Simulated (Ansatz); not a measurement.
**Ligand exchange: C2H5ClSi + GeH2(GeH3)Cl → C2H6Si + Ge2H4Cl2**

Species: C2H5ClSi `C=C[SiH2]Cl`, singlet; GeH2(GeH3)Cl, singlet; C2H6Si (vinylsilane) `C=C[SiH3]`, singlet; Ge2H4Cl2 `[Cl][GeH2][GeH2][Cl]`, singlet. The partners trade Cl for H: Si–Cl and Ge–H bonds give way to Si–H and Ge–Cl.

Shapes, held fixed at every level: PBE0-D4/def2-TZVP. Flexible molecules stand in one conformer, not always the lowest. Programs: Ansatz 0.2.0. The zero-point and thermal change to 298 K, harmonic and unscaled (PBE0-D4/def2-TZVP), is -0.1 kJ/mol.

```csv
level,kind,ΔH(298 K) (kJ/mol),less CCSD(T)/def2-TZVPP
HF/def2-TZVPP,Hartree–Fock,+28.6,-4.0
PBE-D4/def2-TZVPP,GGA,+31.7,-0.9
BHLYP-D4/def2-TZVPP,global hybrid,+30.6,-2.0
PBE0-D4/def2-TZVPP,global hybrid,+33.0,+0.4
B2PLYP/def2-TZVPP,double hybrid,+32.5,-0.1
MP2/def2-SVP,perturbation theory,+31.3,-1.3
CCSD/def2-TZVPP,coupled cluster or CI,+32.6,0.0
CCSD(T)/def2-TZVPP,coupled cluster or CI,+32.6,0.0
```

The highest level, CCSD(T)/def2-TZVPP, gives ΔH(298 K) = +32.6 kJ/mol; the levels span +28.6 to +33.0. The column of differences is taken from that level and isn't an error. No measured value is set beside it here. Relativity is left out for Ge. Outer-core shells of Ge are correlated, in sets that cover them unevenly.
